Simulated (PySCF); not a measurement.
CH₁₁NSi₄. Atoms are numbered in the order given.

```xyz
17

Si     3.0117    -0.6414    -0.3795
N      1.6750    -0.4338    -1.5054
C      0.4528    -0.1692    -1.2703
Si    -0.4154     0.1101     0.4265
Si    -2.1368    -1.4735     0.6476
Si    -1.3674     2.2580     0.4250
H      4.2371    -0.9460    -1.1653
H      3.2439     0.6093     0.4100
H      2.7484    -1.7759     0.5613
H     -0.2304    -0.0808    -2.1492
H      0.5852    -0.0299     1.5315
H     -2.9262    -1.2187     1.8913
H     -3.0482    -1.3535    -0.5322
H     -1.5847    -2.8613     0.6943
H     -0.3120     3.3110     0.3231
H     -2.1610     2.4798     1.6723
H     -2.2822     2.3726    -0.7527
```

Geometry: r2SCAN-D4/def2-SVP. The structure was generated by enumeration; whether it is a known compound was not checked. Other conformers were not sampled.

These are KT2/pcSseg-1 (PySCF) values and carry that method's errors.

GIAO shieldings, no solvent; atoms alike by connectivity are averaged. δ = σ(ref) − σ: ²⁹Si against TMS (σ = 361.9 ppm); ¹⁵N against NH3 (σ = 266.2 ppm); ¹³C against TMS (σ = 185.1 ppm); ¹H against TMS (σ = 31.47 ppm), references at their B3LYP-D3(BJ)/def2-TZVP geometries, non-relativistic.

| nucleus | atoms | count | δ (ppm) |
|---|---|---|---|
| ²⁹Si | Si1 | 1 | -62.6 |
| ²⁹Si | Si4 | 1 | -94.4 |
| ²⁹Si | Si5, Si6 | 2 | -108.8 |
| ¹⁵N | N2 | 1 | 460.5 |
| ¹³C | C3 | 1 | 196.4 |
| ¹H | H10 | 1 | 10.53 |
| ¹H | H7, H8, H9 | 3 | 5.37 |
| ¹H | H11 | 1 | 4.62 |
| ¹H | H12, H13, H14, H15, H16, H17 | 6 | 4.00 |
